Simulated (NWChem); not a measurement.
System: C3H2FNS; SMILES Fc1nccs1

Results from NWChem. Pople sets run with spherical d functions. B3LYP is NWChem's, with the RPA form of VWN correlation. Each level has its own optimisation; frequencies are unscaled. Brackets give each atom's bonded neighbours.

| level | r C–F (Å) | r C–N [C(FNS)–N(CC)] (Å) | r C–S [C(FNS)–S(CC)] (Å) | r C–N [C(CHN)–N(CC)] (Å) | highest harmonic frequency (cm⁻¹) | lowest (cm⁻¹) | zero-point energy (kcal/mol) | dipole (D) |
|---|---|---|---|---|---|---|---|---|
| Hartree-Fock/STO-3G | 1.344 | 1.301 | 1.751 | 1.428 | 3773 | 301 | 34.6 | 2.47 |
| Hartree-Fock/3-21G | 1.328 | 1.252 | 1.812 | 1.410 | 3493 | 292 | 32.2 | 3.07 |
| B3LYP/6-31G* | 1.325 | 1.284 | 1.751 | 1.384 | 3285 | 276 | 29.9 | 2.34 |
